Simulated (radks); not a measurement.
Values are calculated unless marked as measured or tabulated.
Correlation energies from several functionals, in hartree. Species: He [He]; Pr56+ [He] 2s1; Zn+ [Ar] 3d10 4s1; Mn [Ar] 3d5 4s2; Si4+ [Ne]. Code: a radial shooting solver on a logarithmic mesh with Libxc functionals. Model: non-relativistic Kohn-Sham, exchange-only LDA, spin-polarised, spherical densities, point nucleus. Every spin shell is full or empty, so the densities are truly spherical. Functionals are evaluated on that one density, not self-consistently.

| functional | He | Pr56+ | Zn+ | Mn | Si4+ |
|---|---|---|---|---|---|
| PW92 | -0.11055 | -0.37784 | -2.6047 | -2.0491 | -0.87605 |
| VWN5 | -0.11092 | -0.37846 | -2.6173 | -2.0591 | -0.88057 |
| PZ | -0.11039 | -0.37853 | -2.5998 | -2.0383 | -0.87339 |
| Wigner | -0.095166 | -0.11976 | -1.5228 | -1.2105 | -0.53524 |
| PBE | -0.040776 | -0.058783 | -1.3731 | -1.0388 | -0.38912 |
| LYP | -0.043400 | -0.095833 | -1.3959 | -1.0828 | -0.42882 |
| OP (B88) | -0.050542 | -0.091633 | -1.3474 | -1.0345 | -0.43374 |
| revTPSS | -0.045208 | -0.059137 | -1.3966 | -1.0650 | -0.40135 |
| SCAN | -0.037539 | -0.063262 | -1.3904 | -1.0566 | -0.37832 |
| r2SCAN | -0.037539 | -0.063408 | -1.3984 | -1.0647 | -0.38190 |
| B95 | -0.041166 | -0.13385 | -1.6445 | -1.2305 | -0.46902 |
| Tao-Mo | -0.028407 | -0.041705 | -1.3094 | -0.97918 | -0.35294 |
